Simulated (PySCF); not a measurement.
Computed IR spectrum (relative IR intensity) of a molecule CH7ClOSi2. Geometry optimised at PBE-D3(BJ)/def2-SVP. Other conformers were not sampled. Method: PBE-D3(BJ)/def2-SVP (PySCF). Frequencies are harmonic and unscaled.

ν (cm⁻¹): 519 (w), 545 (w), 614 (w), 706 (w), 715 (vw), 756 (w), 833 (w), 863 (vs), 886 (w), 904 (w), 914 (vw), 923 (m), 1095 (s), 1220 (w), 2160 (m), 2172 (w), 2180 (m), 2184 (m), 2229 (m), 2943 (w), 3009 (vw) (against the strongest line: vs over 80 %, s over 45 %, m over 15 %, w over 4 %, vw less)

### Question
Identify the compound among the candidates.
A. C[Si@@](O)([SiH3])Cl
B. C[Si@H](Cl)[SiH2]O
C. [SiH3]CO[SiH2]Cl
D. C[SiH2]O[SiH2]Cl

### Answer
C, [SiH3]CO[SiH2]Cl
